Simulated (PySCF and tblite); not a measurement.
The numbers below are computed, except where a source is named.
C₈H₁₂, numbered as in [CH:1]#[C:2][CH:3]1[CH2:4][CH2:5][CH2:6][CH2:7][CH2:8]1.

The ensemble was built from 60 distance-geometry starts (ETKDG and KDG, MMFF94s, GFN2-xTB) and rests on GFN2-xTB geometries. Weights use PBE0-D3(BJ)/def2-SVP (IEF-PCM, chloroform) energies plus GFN2-xTB zero-point and thermal terms (modes under about 100 cm⁻¹ blended into free rotors). Symmetry numbers and mirror images are counted. Conformers within 3 kcal/mol (GFN2-xTB free energy) were kept, 8 at most. Couplings: B3LYP/pcSseg-1 with pcJ-1 on H (gas phase; spin-dipole term only for pairs with B, N, F, Si or P). Couplings are for ¹H. Of two unlike H on one atom, a is the less shielded (wB97X-D/pcSseg-1 (IEF-PCM, chloroform)). Codes: tblite and PySCF.

The 6-ring runs over atoms 3–4–5–6–7–8.

```json
{"conformer": "1", "shape": "6-ring chair (all substituents equatorial)", "weight %": "66.5"}
{"conformer": "2", "shape": "6-ring chair (C2 axial)", "weight %": "33.5"}
```

**Question.** Give the couplings in each conformer and the averages at 298.15 K (pairs that fast motion interchanges averaged).

**Answer.** 
| coupling | pairs | 1 | 2 | average (Hz) |
| --- | --- | --- | --- | --- |
| ⁴J(H1,H3) | 1 | -3.5 | -3.9 | -3.6 |
| ³J(H3,H4b) | 2 | 12.3 | 3.3 | 9.3 |
| ³J(H3,H4a) | 2 | 3.7 | 4.5 | 3.9 |
| ⁴J(H3,H5a) | 2 | -0.5 | -0.8 | -0.6 |
| ²J(H4b,H4a) | 2 | -13.8 | -13.3 | -13.6 |
| ³J(H4b,H5a) | 2 | 3.6 | 3.6 | 3.6 |
| ³J(H4b,H5b) | 2 | 13.2 | 3.7 | 10.1 |
| ⁴J(H4b,H8b) | 1 | 0.0 | 1.8 | 0.6 |
| ³J(H4a,H5a) | 2 | 3.8 | 13.4 | 7.0 |
| ³J(H4a,H5b) | 2 | 3.5 | 3.5 | 3.5 |
| ⁴J(H4a,H6a) | 2 | 1.4 | 0.0 | 0.9 |
| ⁴J(H4a,H8a) | 1 | 1.8 | 0.0 | 1.2 |
| ²J(H5a,H5b) | 2 | -13.6 | -13.6 | -13.6 |
| ³J(H5a,H6a) | 2 | 3.7 | 13.3 | 6.9 |
| ³J(H5a,H6b) | 2 | 3.5 | 3.6 | 3.6 |
| ⁴J(H5a,H7a) | 1 | 1.4 | 0.0 | 0.9 |
| ³J(H5b,H6a) | 2 | 3.5 | 3.5 | 3.5 |
| ³J(H5b,H6b) | 2 | 13.0 | 3.8 | 9.9 |
| ²J(H6a,H6b) | 1 | -13.4 | -13.3 | -13.4 |
